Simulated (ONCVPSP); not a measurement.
Ge (Z = 32): from the effect back to the setting (ONCV)

Base potential:

| Property | Result |
| --- | --- |
| Element | germanium (Ge) |
| Generator | ONCVPSP 4.0.1 |
| Type | optimised norm-conserving Vanderbilt (ONCV) |
| Functional | LDA (Perdew-Wang 92) |
| Relativity | scalar-relativistic |
| Frozen core | [Ne] |
| Valence charge | 22 |
| Reference configuration | 3s2 3p6 3d10 4s2 4p2 |
| Partial waves | 3s+4s: rc 0.90 bohr, ncon 3, nbas 8, qcut 12.3 1/bohr, 2 projectors; 3p+4p: rc 1.20 bohr, ncon 4, nbas 8, qcut 10.5 1/bohr, 3 projectors, debl 3.5 Ha; 3d: rc 1.00 bohr, ncon 3, nbas 8, qcut 12.5 1/bohr, 2 projectors, debl 2.2 Ha |
| Local potential | polynomial inside 0.85 bohr (lpopt 5, dvloc0 3 Ha) |
| Core correction | Teter function fitted to the true core (icmod 2), fcfact 0.25 |

Cutoffs, loose and tight: the cutoffs (Ha) at which the residual kinetic energy of the hardest occupied pseudo-wave falls to 1 and 0.1 mHa per electron. They do not see the model core or the augmentation charge, which bear on the density cutoff. Test errors are all-electron minus pseudo excitation energies from the reference, over the configurations 3s2 3p6 3d10 4s2 4p1; 3s2 3p6 3d10 4s2 4p0; 3s2 3p6 3d10 4s1 4p0; 3s2 3p6 3d10 4s0 4p4; variants that change the core or the reference have their own tests.

Only the scale of all radii but the core radius (base = 1) is moved (1 further runs of the sweep failed or gave no value and are left out):

```
scale of all radii but the core radius (base = 1)  cutoff, loose  cutoff, tight  bound ghosts  largest test error (meV)
                                             0.87         294 Ha         539 Ha          none                      -3.8
                                             0.96          82 Ha         311 Ha          none                      -5.6
                                             1.04          73 Ha         175 Ha          none                      -7.8
                                             1.14          68 Ha          75 Ha          none                      -6.2
                                              1.3          62 Ha          68 Ha          none                      -7.6
```

Q: One more run gave cutoff, loose: 65 Ha; cutoff, tight: 72 Ha; bound ghosts: none; largest test error (meV): -6.6. Which value of the scale of all radii but the core radius (base = 1) was used?

A: 1.2. The loose cutoff moves one way along this sweep, from 294 Ha at 0.87 to 62 Ha at 1.3, which places the run between 1.14 and 1.3.
